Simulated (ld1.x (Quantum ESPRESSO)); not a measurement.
Which change was made? (Rh, TM)

| Property | Result |
| --- | --- |
| Element | rhodium |
| Generator | ld1.x (Quantum ESPRESSO) 7.5 |
| Type | norm-conserving Troullier–Martins (Kleinman–Bylander form) |
| Functional | PBEsol |
| Relativity | scalar-relativistic |
| Frozen core | [Kr] |
| Valence charge | 9 |
| Reference configuration | 4d8 5s0.5 5p0 (charge +0.5) |
| Partial waves | 5s (bound): rc 2.30 bohr; 4d (bound): rc 1.85 bohr; 5p (bound, empty): rc 3.55 bohr |
| Local potential | the p channel |
| Core correction | Bessel-smoothed model core inside 1.10 bohr |

Cutoffs, loose and tight: the cutoffs (Ry, on a coarse ladder) from which the occupation-weighted sum of valence levels, in a spherical-Bessel basis at the reference potential, stays within 10 and 1 mRy of its value at 400 Ry. They do not see the model core or the augmentation charge, which bear on the density cutoff. Test errors are all-electron minus pseudo excitation energies from the reference, over the configurations 4d8 5s1 5p0; 4d8 5s0 5p0; 4d7 5s0 5p0; 4d8.5 5s0.5 5p0; 4d8 5s0 5p1; 4d7 5s1 5p0; 4d5 5s0 5p0; variants that change the core or the reference have their own tests.

The base gives: outcome: generated; cutoff, loose: 50 Ry; cutoff, tight: 70 Ry; bound ghosts: none; largest test error (meV): -2415.

**Question.** After one change the result is: outcome: generated; cutoff, loose: 70 Ry; cutoff, tight: 80 Ry; bound ghosts: none; largest test error (meV): -2480. Which change was it?
A. wave 4d (bound): rc 1.85 bohr becomes 4d (bound): rc 2.42 bohr
B. wave 4d (bound): rc 1.85 bohr becomes 4d (bound): rc 1.48 bohr
C. wave 4d (bound): rc 1.85 bohr becomes 4d (bound): rc 1.24 bohr
D. wave 4d (bound): rc 1.85 bohr becomes 4d (bound): rc 2.80 bohr

**Answer.** C. The others give: wave 4d (bound): rc 1.85 bohr becomes 4d (bound): rc 1.48 bohr → outcome: generated; cutoff, loose: 60 Ry; cutoff, tight: 80 Ry; bound ghosts: none; largest test error (meV): -2474 | wave 4d (bound): rc 1.85 bohr becomes 4d (bound): rc 2.80 bohr → outcome: generated; cutoff, loose: 35 Ry; cutoff, tight: 50 Ry; bound ghosts: none; largest test error (meV): -1360 | wave 4d (bound): rc 1.85 bohr becomes 4d (bound): rc 2.42 bohr → outcome: generated; cutoff, loose: 40 Ry; cutoff, tight: 55 Ry; bound ghosts: none; largest test error (meV): -1940.
